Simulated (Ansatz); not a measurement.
`F[CH2][InH][SiH3]` and `F[CH2][AlH][SiH3]` differ in one element.

Ansatz, PBE0-D4/def2-TZVP geometries, multiplicity 1. Each molecule was computed in one conformer, which needn't be the lowest.

Elements past krypton have def2 core potentials.

| property | `F[CH2][InH][SiH3]` |
| --- | --- |
| HOMO energy (PBE0/def2-TZVPP) / eV | -7.09 |
| LUMO energy (B3LYP/def2-TZVPP) / eV | -2.32 |
| LUMO energy (PBE0/def2-TZVPP) / eV | -2.05 |
| HOMO energy (ωB97M-V/def2-TZVPP) / eV | -9.15 |
| HOMO–LUMO gap (B3LYP/def2-TZVPP) / eV | 4.57 |
| LUMO energy (PBE/def2-TZVPP) / eV | -2.76 |

Question: Give the same properties after the change, and the shifts. (Estimate.)

Answer: The calculation gave: 
| property | `F[CH2][AlH][SiH3]` | shift |
| --- | --- | --- |
| HOMO energy (PBE0/def2-TZVPP) / eV | -7.51 | -0.42 |
| LUMO energy (B3LYP/def2-TZVPP) / eV | -2.18 | 0.14 |
| LUMO energy (PBE0/def2-TZVPP) / eV | -1.98 | 0.07 |
| HOMO energy (ωB97M-V/def2-TZVPP) / eV | -9.56 | -0.41 |
| HOMO–LUMO gap (B3LYP/def2-TZVPP) / eV | 5.14 | 0.57 |
| LUMO energy (PBE/def2-TZVPP) / eV | -2.73 | 0.03 |

With PBE0 the HOMO falls by 0.42 eV and the LUMO rises by 0.07 eV, so the gap widens by about 0.49 eV. PBE moves the HOMO by -0.35 eV and ωB97M-V by -0.41 eV.

B3LYP here is the variant with VWN-RPA as its local correlation; programs differ in this.
